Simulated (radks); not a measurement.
The numbers below are computed, except where a source is named.
Species: the neon ion Ne+. Configuration: [He] 2s2 2p5.

Code: a radial shooting solver on a logarithmic mesh with Libxc functionals. Model: scalar-relativistic Kohn-Sham, MS2 meta-GGA, spin-polarised, spherical densities, finite nucleus; open shells are filled with parallel spins first; meta-GGA in the generalised Kohn-Sham scheme; Fermi nuclear charge, rms radius 3.0055 fm.

Energy parts (eV):
total: -3491.288
kinetic: 3491.063
electron-nucleus: -8260.012
Hartree: 1602.954
exchange-correlation: -325.294

Orbitals (lengths in bohr, moments of r in powers of bohr; r(max) is where P^2 peaks):
orbital,occ.,eigenvalue (eV),r(max),<r>,<r^2>
1s up,1,-858.9489,0.1026,0.1576,0.03352
1s down,1,-857.9887,0.1026,0.1575,0.03345
2s up,1,-59.0400,0.6695,0.8540,0.8773
2s down,1,-56.4834,0.6738,0.8634,0.8983
2p up,3,-33.7605,0.6064,0.8732,0.9810
2p down,2,-31.2632,0.6132,0.8936,1.033

The highest occupied level is 2p down at -31.263 eV. The electron density at the nucleus is 650.4 e/bohr^3 (large components only). Spin moment in Bohr magnetons: 1. For comparison, the ionisation energy in NIST's Atomic Spectra Database is 40.963 eV (measured). In exact Kohn-Sham theory the highest level is minus the ionisation energy, but local and semilocal functionals leave it too shallow, through self-interaction and a potential that decays too fast; potentials with the right tail come closer. The density falls to 0.001 e/bohr^3 at r = 2.61 bohr. Summed over all electrons, <r^2> = 6.853 bohr^2, which gives a Langevin (diamagnetic) susceptibility term of -5.43 x 10^-6 cm^3/mol. The spin density at the nucleus is 0.1142 e/bohr^3 (1s -0.3730, 2s 0.4872).
